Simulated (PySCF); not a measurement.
Electron correlation in Au⁻ (gold, charge -1)

[Xe] 4f14 5d10 6s2, closed-shell 1S. All numbers are calculated (PySCF 2.14, scalar relativity through the core potential, in aug-cc-pwCVTZ-PP with ECP60MDF (8s8p7d4f3g, 122 functions)). Frozen: 5s2 5p6; 12 electrons correlated.

MP2 pair energies summed by pair of shells (mhartree):

```csv
pair,energy,share (%)
5d-5d,-352.40,76.1
5d-6s,-93.18,20.1
6s-6s,-17.54,3.8
```

Total MP2 correlation energy: -463.13 mhartree.

Same-spin part -154.48 and opposite-spin part -308.65 mhartree; SCS-MP2 scales them by 1/3 and 6/5 to -421.87 mhartree.
